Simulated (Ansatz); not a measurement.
Two isomers of C2H4AlNO: A = `N=[C]1C[O][AlH]1`, B = `N=C=C[O][AlH2]`.

Isolated molecules relaxed with PBE0-D4/def2-TZVP in Ansatz; ΔE leaves out vibrations. CCSD(T)/CBS is the MP2 limit (def2-TZVPP, def2-QZVPP) plus CCSD(T) − MP2 in def2-TZVPP, frozen cores. DFT in def2-TZVPP. One conformer a species, not always the lowest.

A:

```xyz
9

N     1.642   -1.012    0.059
C     0.613   -0.303   -0.089
C    -0.556   -0.272    0.899
O    -1.471    0.662    0.312
Al   -0.508    1.017   -1.070
H     2.300   -0.887   -0.710
H    -1.018   -1.261    0.998
H    -0.230    0.069    1.888
H    -0.772    1.988   -2.288
```

B:

```xyz
9

N     0.9546    2.1683   -0.3910
C     0.2988    1.1854   -0.7171
C    -0.2648    0.0841   -1.1583
O    -0.2370   -1.1097   -0.5140
Al   -0.1564   -1.6040    1.1106
H     0.4554    2.8304    0.2060
H    -0.7959    0.1079   -2.1036
H    -0.2110   -0.5031    2.2435
H    -0.0437   -3.1593    1.3239
```

Q: Which is lower in electronic energy at CCSD(T)/CBS, and by how much? (Best estimate.)

A: The calculation gave: A, by 63.5 kJ/mol.

Q: Give E(B) − E(A) in kJ/mol with LDA (SPW92), BLYP-D4, CCSD(T)/def2-SVP, PBE-D4, B2PLYP, CCSD(T)/def2-TZVPP, r2SCAN-D4. (An estimate is asked.)

A: Ansatz gave: LDA (SPW92) 66.2, BLYP-D4 36.0, CCSD(T)/def2-SVP 49.9, PBE-D4 56.1, B2PLYP 50.2, CCSD(T)/def2-TZVPP 61.3, r2SCAN-D4 54.5. None reverses the order clearly.

Q: Does the order hold for the free energy at 298.15 K (harmonic terms from PBE0-D4)? (Best estimate.)

A: Ansatz gave: Yes: G(B) − G(A) = +41.5 kJ/mol, for one conformer each.

Largest T1 diagnostic: 0.015.

Leaving LDA and LC-ωPBE aside and taking each functional with its dispersion term where it has one, the values, not all of them listed here, spread over 33.5 kJ/mol, from BLYP-D4 to PBE-QIDH. LDA lies +11.3 kJ/mol from PBE without D4. From PBE to PBE0 (25 % exact exchange), in def2-TZVPP and without D4, E(B) − E(A) moves by +7.3 kJ/mol.
